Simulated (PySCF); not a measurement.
Continuum solvent and chemical shifts

Atoms are numbered as in `[CH3:1][S:2][C@@H:3]1[CH2:4][C@H:5]1[CH:6]([CH3:7])[CH3:8]`. Each H is labelled by its parent atom. Ha(C4) is cis to S2 on the ring; Hb(C4) is trans to S2 on the ring.

GIAO PBE0/pcSseg-1 in PySCF 2.14 on one PBE0-D3(BJ)/def2-SVP conformer, non-relativistic, equivalent nuclei averaged. Solvents enter as an IEF-PCM continuum (chloroform with ε = 4.7, dimethylsulfoxide with ε = 46.8) around the gas-phase geometry. Shifts are referred to TMS, CS2 computed in the same medium.

In chloroform, δ in ppm: C6 35.9, C5 33.7, C3 25.2, C7 24.3, C8 23.5, C1 21.3, C4 16.5, S2 -31.0, H(C1) 2.05, H(C3) 1.45, H(C7) 1.04, H(C8) 1.03, Ha(C4) 0.71, Hb(C4) 0.66. Dipole moment 2.25 D.

Q: How does each δ change in the more polar medium?

A: 
| atoms | environment | Δδ, dimethylsulfoxide |
| --- | --- | --- |
| C6 | sp3 CH | +0.1 |
| C5 | three-membered-ring carbon | +0.3 |
| C3 | three-membered-ring carbon | -0.1 |
| C7 | methyl carbon | 0.0 |
| C8 | methyl carbon | +0.1 |
| C1 | methyl carbon bonded to S | +0.1 |
| C4 | three-membered-ring carbon | +0.1 |
| S2 | sulfide sulfur | -4.5 |
| H(C1) | hydrogen on a methyl carbon bonded to S | +0.05 |
| H(C3) | hydrogen on a three-membered-ring carbon | +0.06 |
| H(C7) | hydrogen on a methyl carbon | +0.01 |
| H(C8) | hydrogen on a methyl carbon | -0.01 |
| Ha(C4) | hydrogen on a three-membered-ring carbon | -0.04 |
| Hb(C4) | hydrogen on a three-membered-ring carbon | +0.04 |

Changes are relative to chloroform. The dipole moment becomes 2.46 D in dimethylsulfoxide.

Q: Which of the listed nuclei move most (in ppm), and what does the model miss?

A: S2 (sulfide sulfur, -4.5 ppm) in dimethylsulfoxide. A continuum only polarises the solute; specific hydrogen bonds, the anisotropy of aromatic solvents and changes of geometry or conformer are outside it.
